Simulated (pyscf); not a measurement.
Cl–SbH₂ (SMILES [Cl][SbH2]) + Cl–SbH–Cl (SMILES [Cl][SbH][Cl]) -> SbH₃ (SMILES [SbH3]) + Cl–Sb(Cl)–Cl (SMILES [Cl][Sb]([Cl])[Cl]), a four-centre exchange (singlet surface; Cl–Sb, H–Sb broken, H–Sb, Cl–Sb formed). Single points on ωB97X-D3(BJ)/def2-SVP structures (PySCF, gas phase). Energies in eV from the separated reactants.

Small-basis levels: PySCF, no dispersion term, spherical d functions. AM1 to PM7: differences of heats of formation from MOPAC, which are fitted to 298 K values and so differ in kind from electronic energies by zero-point and thermal terms. GFN2-xTB: tblite. Cost: rough CPU time at the saddle relative to B3LYP/6-31G*+LANL2DZ, from one job on a shared machine.

| level | barrier | reaction energy | cost |
|---|---|---|---|
| HF/6-31G*+LANL2DZ | 1.91 | -0.06 | 0.1 |
| SVWN5/6-31G*+LANL2DZ | 0.48 | -0.38 | 1.0 |
| PBE/6-31G*+LANL2DZ | 0.92 | -0.32 | 2 |
| B3LYP/LANL2DZ | 1.12 | -0.17 | 0.7 |
| M06-2X/6-31G*+LANL2DZ | 1.05 | -0.20 | 2 |
| PBE/def2-SVP | 0.60 | -0.40 | 3 |
| B3LYP/def2-SVP | 0.94 | -0.34 | 2 |
| GFN2-xTB | 0.52 | +0.09 | under 0.02 |
| AM1 | 0.63 | +0.20 | under 0.02 |
| PM3 | 0.79 | +0.05 | under 0.02 |
| PM6 | 2.18 | +0.27 | under 0.02 |
| PM7 | 1.51 | -0.13 | under 0.02 |
| ωB97M-D3(BJ)/def2-TZVP | 0.97 | -0.30 | – |

Against the last row the barrier runs from -0.48 (SVWN5/6-31G*+LANL2DZ) to +1.21 eV (PM6). ωB97M-D3(BJ)/def2-TZVP has limits of its own. On the reactant side the descent ends in a bound adduct, 0.42 eV under the separated species and 1.12 eV under the saddle at ωB97X-D3(BJ)/def2-TZVP. At ωB97X-D3(BJ)/def2-TZVP the barrier from the zero used here is 0.70 eV. This is the saddle that the search found; another between the same sides may lie lower. In the def2 sets elements past Kr carry core potentials, without spin-orbit coupling.
